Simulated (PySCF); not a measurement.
Run record: excited-state job, `CC(C)(C)CO[SiH3]`.

Computed with TDDFT PBE0/def2-SVPD, vertical, gas phase, core orbitals frozen in the response (PySCF 2.14.0, density-fitted response routines). Geometry: GFN2-xTB. The command runs a driver script over a list of jobs; the input below is this job's line of settings and its coordinates in Å.

Command:
```bash
OMP_NUM_THREADS=1 python probes_run.py task.json out
```

Input:
```
{"job": {"kind": "uv", "xc": "PBE0", "basis": "def2-SVPD", "nstates": 6, "ntriplets": 2}, "charge": 0, "multiplicity": 1}
C     -1.100770     1.327661    -0.417901
C     -0.837499    -0.090074     0.092192
C     -1.909731    -0.486233     1.108311
C     -0.839676    -1.074029    -1.078774
C      0.537634    -0.129622     0.778920
O      1.545459     0.227210    -0.118796
Si     3.140840     0.343593     0.100822
H     -1.114292     2.033969     0.409859
H     -0.317993     1.623946    -1.111209
H     -2.059106     1.375765    -0.929688
H     -1.730591    -1.490531     1.486208
H     -1.915358     0.201572     1.951188
H     -2.891378    -0.464994     0.641169
H     -0.666174    -2.088123    -0.724392
H     -1.795619    -1.046918    -1.596368
H     -0.052754    -0.815423    -1.782268
H      0.544971     0.560895     1.632207
H      0.729722    -1.139377     1.164433
H      3.527343     0.754161    -1.239131
H      3.472300     1.332695     1.132875
H      3.723751    -0.939199     0.510237
```

Output:
```
coarse grid: 16824 points
cycle   1  E = -562.7892295500  dE =  5.132e-01  |g| = 6.968e-01  |ddm| = 1.158e+01
cycle   2  E = -562.6451884111  dE =  1.440e-01  |g| = 1.101e+00  |ddm| = 4.037e+00
cycle   3  E = -562.8903789092  dE = -2.452e-01  |g| = 1.180e-01  |ddm| = 2.057e+00
cycle   4  E = -562.8930706330  dE = -2.692e-03  |g| = 3.952e-02  |ddm| = 3.247e-01
cycle   5  E = -562.8934501383  dE = -3.795e-04  |g| = 6.929e-03  |ddm| = 1.678e-01
cycle   6  E = -562.8934602299  dE = -1.009e-05  |g| = 2.528e-03  |ddm| = 2.406e-02
cycle   7  E = -562.8934616964  dE = -1.467e-06  |g| = 3.011e-04  |ddm| = 6.563e-03
final grid: 154384 points
cycle   8  E = -562.9767778110  dE = -6.956e-05  |g| = 1.012e-02  |ddm| = 3.851e-01
cycle   9  E = -562.9767620693  dE =  1.574e-05  |g| = 1.341e-02  |ddm| = 8.682e-02
cycle  10  E = -562.9768014072  dE = -3.934e-05  |g| = 1.431e-03  |ddm| = 2.931e-02
cycle  11  E = -562.9768018256  dE = -4.184e-07  |g| = 3.102e-04  |ddm| = 3.465e-03
cycle  12  E = -562.9768018447  dE = -1.916e-08  |g| = 1.043e-04  |ddm| = 1.617e-03
cycle  13  E = -562.9768018471  dE = -2.409e-09  |g| = 2.902e-05  |ddm| = 4.082e-04
cycle  14  E = -562.9768018473  dE = -1.900e-10  |g| = 2.977e-06  |ddm| = 1.123e-04
converged SCF energy = -562.9768018473

Static polarisability (au): isotropic 91.545, principal 86.285 86.764 101.584

Singlet excitations
state   eV       nm        f      main configurations
  1   6.8508    181.0   0.00233   H->L 0.96
  2   7.3626    168.4   0.01745   H-1->L 0.95
  3   7.7682    159.6   0.04581   H->L+1 0.91
  4   8.1329    152.4   0.00013   H->L+3 0.66, H->L+2 0.23, H->L+5 0.09
  5   8.1500    152.1   0.03909   H-1->L+1 0.78, H-4->L 0.13
  6   8.1852    151.5   0.00376   H->L+2 0.67, H->L+3 0.23

Triplet excitations (Tamm-Dancoff, eV): 6.5543 7.0609
```

The SCF starts on a coarse grid where the log names one; the energy can jump when the final grid takes over, and dE then counts from the start density on the new grid. H and L stand for HOMO and LUMO; the number after each pair is its weight.

**Question.** Which computed singlet has the largest oscillator strength, and what do all of them sum to?

**Answer.** State 3 at 7.77 eV (160 nm), f = 0.046; the 6 states sum to 0.109.

**Question.** Give S1 in cm⁻¹ and kJ/mol.

**Answer.** 6.8508 eV × 8065.54 = 55255 cm⁻¹; × 96.485 = 661.0 kJ/mol.

Summary of the converged run: HOMO -8.06 eV, LUMO 0.21 eV; lowest singlet 6.85 eV; lowest triplet 6.55 eV (Tamm–Dancoff); mean polarisability 91.5 au.

The run took 1.9 min wall (with the writing of density and orbital grids) on one thread of an Intel Xeon Platinum 8259CL at 2.50 GHz, shared host, and the process peaked at 1.0 GiB of memory.

One conformer stands for the species.
Labels such as C1 count atoms from 1, the log's own numbers from 0.
